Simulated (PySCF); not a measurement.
## Field gradients at the hydrogen positions

Species: C₆H₇O₂S (charge -1).
Structure used (GFN2-xTB), in Å, numbered top down from 1:
```xyz
16
C6H7O2S angstrom
C      2.794   -0.343   -0.156
C      1.430    0.332   -0.167
O      0.463   -0.640    0.157
C     -0.850   -0.194    0.163
C     -1.934   -1.100    0.116
C     -3.067   -0.347    0.149
O     -2.756    0.971    0.206
C     -1.389    1.083    0.221
S     -0.716    2.639    0.301
H      2.996   -0.747    0.834
H      2.811   -1.162   -0.873
H      3.566    0.377   -0.415
H      1.219    0.757   -1.159
H      1.398    1.157    0.555
H     -1.862   -2.170    0.073
H     -4.110   -0.602    0.139
```

Level: PBE0/pcSseg-1 (PySCF, non-relativistic); Q(2H) = 0.00286 b; rigid geometry, the same for H and D, with no vibrational averaging.

Problem. Rank these positions by the coupling χzz of a deuteron there, largest first.
A. H10 (methyl hydrogen)
B. H13 (methylene hydrogen)
C. H15 (aromatic hydrogen)
D. H14 (methylene hydrogen)

Solution. C (238 kHz), A (214 kHz), B (191 kHz), D (185 kHz).

Problem. What are Vzz, η and χzz (234.96 MHz × Q × Vzz) at all hydrogens?

Solution. 
```csv
atom,bonded to,bond length (Å),Vzz (au),η,χzz (kHz)
H10,C1,1.088,0.3180,0.01,214
H11,C1,1.088,0.3171,0.01,213
H12,C1,1.087,0.3202,0.01,215
H13,C2,1.100,0.2835,0.09,191
H14,C2,1.096,0.2757,0.10,185
H15,C5,1.073,0.3542,0.06,238
H16,C6,1.073,0.3512,0.13,236
```

Problem. How does χzz go with the bond length over the 7 C–H bonds?

Solution. A straight-line fit has a slope of -19.1 kHz for each 0.01 Å, with a correlation coefficient of -0.97, over lengths from 1.073 to 1.100 Å. The longer bonds have the smaller couplings here.

Geometry: GFN2-xTB, one conformer, isolated ion. The pcSseg-1 basis has no diffuse functions, a weakness for an anion. The HOMO energy is positive at this level (+0.12 eV), so the outermost electrons may be held by the finite basis alone. GFN2-xTB bond lengths can be off by several hundredths of an ångström, more for odd bonds, and the gradients follow them. A larger basis could move these couplings by a tenth or more.
